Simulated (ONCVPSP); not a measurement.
**Transferability test, ONCV potential for carbon (C)**

C (Z = 6), optimised norm-conserving Vanderbilt (ONCV), made with ONCVPSP 4.0.1 (PBE, scalar-relativistic). Core [He], reference 2s1.5 2p2.5. Waves: 2s: rc 1.15 bohr, ncon 4, nbas 7, qcut 7.4 1/bohr, local; 2p: rc 1.85 bohr, ncon 5, nbas 9, qcut 5.9 1/bohr, 2 projectors, debl 3.6 Ha; d scattering state at 0.19 Ha: rc 1.85 bohr, ncon 3, nbas 6, qcut 4.8 1/bohr, 2 projectors, debl 3.5 Ha. Local part: the s channel. Core correction: Teter function, fcfact 4.25, rcfact 1.1.

Energies are relative to the spin-unpolarised reference configuration 2s1.5 2p2.5; without spin polarisation the order of configurations can differ from experiment.

Give the all-electron excitation energy and the error of the potential for: 2s2 2p2; 2s2 2p1; 2s2 2p0; 2s0 2p4.

```tsv
valence configuration	charge	ΔE all-electron (eV)	error AE − PS (meV)
2s2 2p2	0	-4.236	+0.1
2s2 2p1	+1	6.625	+43
2s2 2p0	+2	30.781	+307
2s0 2p4	0	12.739	+0.3
```

Levels in the configuration 2s2 2p2:

```json
{"level": "2s", "all-electron (eV)": "-13.751", "pseudo (eV)": "-13.742"}
{"level": "2p", "all-electron (eV)": "-5.285", "pseudo (eV)": "-5.277"}
```
